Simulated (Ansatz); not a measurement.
Geometry optimisation, Ansatz, RKS BLYP/def2-SVP.

Input:

```yaml
crystal:
  periodic: [false, false, false]
  atoms:
    - { symbol: Si, position_ang: [0.0, 0.0, 0.0] }
    - { symbol: Cl, position_ang: [0.0, 0.0, 2.48] }
    - { symbol: F, position_ang: [1.4994, 0.0, -0.5295] }
    - { symbol: H, position_ang: [-0.6877, 1.1914, -0.4862] }
    - { symbol: F, position_ang: [-0.7489, -1.2974, -0.5295] }
    - { symbol: S, position_ang: [-2.3345, 0.0, 0.7757] }
    - { symbol: H, position_ang: [-3.0901, -0.8728, -0.0163] }
    - { symbol: H, position_ang: [-1.414, 0.0, 2.0048] }
basis:
  gaussian: { orbitals: def2-SVP }
hamiltonian:
  xc: blyp
relax:
  f_tol: 0.15
  max_steps: 25
  restrain:
    - { distance: [0, 5], at: 2.16, k: 30.0 }
    - { distance: [7, 1], at: 1.37, k: 30.0 }
    - { distance: [0, 1], at: 3.33, k: 30.0 }
    - { distance: [7, 5], at: 2.6, k: 30.0 }
```

Run as:

```bash
$ ansatz run input.yaml --threads 2 --pin off --max-ram 3072MiB --backend cpu --events-out ev --progress --plain --runs-dir out
```

Task: Where does it end, and by what steps?

Result: The run converged. The restraints hold the end off the free minimum. After 14 steps the energy has fallen by 3.234 eV (the restraints' own energy left out); F3 moved furthest, 1.67 Å. Parted: S6–H8 (1.54 → 2.60 Å).

```tsv
step	energy less start (eV)	largest force component (eV/Å)	accepted
0	0.0000	3.308	yes
1	-0.1749	3.012	yes
2	-0.2885	3.141	yes
3	-1.1748	1.533	yes
4	-1.7969	0.919	yes
5	-2.1771	0.929	yes
6	-2.4736	1.000	yes
7	-2.7198	0.954	yes
8	-2.8354	1.122	yes
9	-2.9131	1.049	yes
10	-2.9903	1.003	yes
11	-3.0743	1.075	yes
12	-3.1653	1.057	yes
13	-3.1960	1.187	yes
14	-3.2340	0.644	yes
```

```xyz
8
Properties=species:S:1:pos:R:3
Si -0.543 -0.061 -0.381
Cl 0.080 1.035 2.711
F 0.532 -1.093 0.277
H -0.050 1.333 -0.372
F -0.714 -0.570 -1.922
S -2.472 -0.246 0.580
H -2.678 -1.532 0.167
H -0.932 0.155 2.638
```

Time of the run: 34 s on 2 threads of Arm Neoverse V1, on a shared host, peak memory 0.15 GiB.
